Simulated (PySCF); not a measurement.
NMR data simulated for an unnamed compound:

¹H NMR (300 MHz, computed): δ 9.51 (s, 1H), 4.01 (m, 3H), 3.93 (m, 1H), 3.55 (s, 3H).

¹³C{¹H} NMR (computed): δ 193.4 (C), 191.4 (CH), 70.4 (CH), 59.4 (CH3), 45.7 (C).

No relativistic terms, one averaged value for each set of equivalent atoms, one computed conformer, no solvent model. Shielding tensors at PBE0/pcSseg-1 (GIAO); GFN2-xTB structure; PySCF.

Shifts are taken against calculated references (same method and geometry level): TMS for ¹H (σref 31.72), ¹³C (σref 186.93).

Which of these does the molecule contain: a benzene ring, a methoxy group, an aldehyde, a Si–H bond, a (CH3)2CH unit, an amide?

## Answers


- A benzene ring: no.
- A methoxy group: yes (δC 59.4; δH 3.55 (s)).
- An aldehyde: yes (δC 191.4; δH 9.51 (s)).
- A Si–H bond: yes (δH 4.01 (m)).
- A (CH3)2CH unit: no.
- An amide: no.

The data belong to `CO[C@@H]([SiH3])C(=C=O)C=O`, C$_{5}$H$_{8}$O$_{3}$Si; they needn't prove each group on their own.

Carbon signals by region: 2 in the far downfield region (above 160 ppm), 2 at 50–100 ppm, 1 below 50 ppm. Above 160 ppm: 193.4, central carbon of a ketene, 191.4, aldehyde carbonyl carbon.

Shifts are as computed. Against solution values, carbons near 30 ppm lie about +3 ppm off and those near 130 ppm about +5 ppm. Of 1211 compounds with measured shifts, 218 miss one by over three times the rms of a fit or turn the order of signals round; such compounds aren't used in these exercises. Multiplicities follow the n + 1 count of equivalent neighbours, as no J values were calculated; m marks all less simple cases, F and P coupling included.
